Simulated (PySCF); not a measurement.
# CsSr and its ions

ROHF-CCSD(T); PySCF, scalar-relativistic core potentials, basis sets Cs def2-SVPD with ECP46, Sr def2-SVPD with ECP28. Neutral (ROHF): doublet (σ ↑), Re = 5.281 Å, ωe = 25.4 cm⁻¹, De = 0.12 eV.

CsSr⁺ (RHF): singlet (closed shell), Re = 4.862 Å, ωe = 40.8 cm⁻¹, De = 0.39 eV to Cs⁺ + Sr. The energies at the minima are -50.33395 hartree for CsSr and -50.20496 for CsSr⁺.

(1) Work out the adiabatic ionisation energy, without and with harmonic zero-point energies (1 hartree = 27.2114 eV, 1 eV = 8065.5 cm⁻¹), and the change of the bond length.

CsSr⁻ (RHF): singlet (closed shell), Re = 5.320 Å, ωe = 30.8 cm⁻¹, De = 0.31 eV to Cs⁻ + Sr. The energies at the minima are -50.33395 hartree for CsSr and -50.35579 for CsSr⁻.

(2) Work out the adiabatic electron affinity, without and with harmonic zero-point energies (1 hartree = 27.2114 eV, 1 eV = 8065.5 cm⁻¹), and the change of the bond length.

Correlated steps freeze no core orbitals. Weak bonds: CsSr, CsSr⁺, CsSr⁻. Basis-set superposition, not corrected here, can be much of De in a small basis, most of all at correlated wavefunction levels. Spin–orbit coupling is left out. For an ion De counts to the pair picked by the measured ionisation energies or electron affinities, which need not be the lowest pair at this level. The CCSD T1 diagnostic is raised in CsSr⁻, a sign that a single reference may not be enough there. States were picked by a PBE0 search and need not be the measured ground states.

## Answers

(1) At CCSD(T): 0.12899 hartree = 3.510 eV between the minima; the zero-point term (40.8 − 25.4)/2 cm⁻¹ = +0.001 eV makes it 3.511 eV. Re changes by -41.9 pm against the neutral. The electron leaves a σ orbital, and the shorter bond of the ion fits an antibonding orbital, or a change in how ionic the bond is.

(2) At CCSD(T): 0.02184 hartree = 0.594 eV between the minima; the zero-point term (25.4 − 30.8)/2 cm⁻¹ = -0.000 eV makes it 0.594 eV. Re changes by +3.9 pm against the neutral. The electron enters a σ orbital; the charge polarises the partner, so the anion is bound more strongly.
